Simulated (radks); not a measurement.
Charge is removed step by step from the 2s down level of the silicon ion Si9+, starting from [He] 2s(up 1, down 1) 2p1. Method: non-relativistic Kohn-Sham, BLYP, spin-polarised, spherical densities, point nucleus; open shells are filled with parallel spins first; computed with a radial shooting solver on a logarithmic mesh with Libxc functionals.

removed (e)  E - E(0) (eV)  eigenvalue (eV)
0                    0.000          -401.23
0.125               50.461          -406.14
0.25                101.53          -411.01
0.375               153.21          -415.82
0.5                 205.49          -420.57
0.625               258.35          -425.25
0.75                311.79          -429.83
0.875               365.80          -434.20

The mean slope of the eigenvalue, de/dn, is 37.7 eV per electron.
